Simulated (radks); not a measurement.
The numbers below are computed, except where a source is named.
Task: Coherent X-ray form factor from a spherical all-electron density. Code: a radial shooting solver on a logarithmic mesh with Libxc functionals. Model: non-relativistic Kohn-Sham, r2SCAN, spin-polarised, spherical densities, point nucleus; meta-GGA in the generalised Kohn-Sham scheme.

sin(theta)/lambda (1/angstrom),f0 (electrons)
0.05,24.710
0.1,23.885
0.15,22.640
0.2,21.121
0.25,19.471
0.3,17.802
0.4,14.710
0.5,12.181
0.6,10.269
0.8,7.920
1,6.704
1.25,5.732
1.5,4.886
2,3.369

The species is in the configuration that NIST lists as its ground one. Which atom or ion scatters so?

Result: The cobalt ion Co2+, [Ar] 3d7. Extrapolating in s^2 from the first two rows gives f0(0) = 25.0, near the electron count 25; among species with that count, the fall with angle is slower the higher Z, and the table is that of Z = 27; from so few rows the species is fixed only to a neighbour or two.
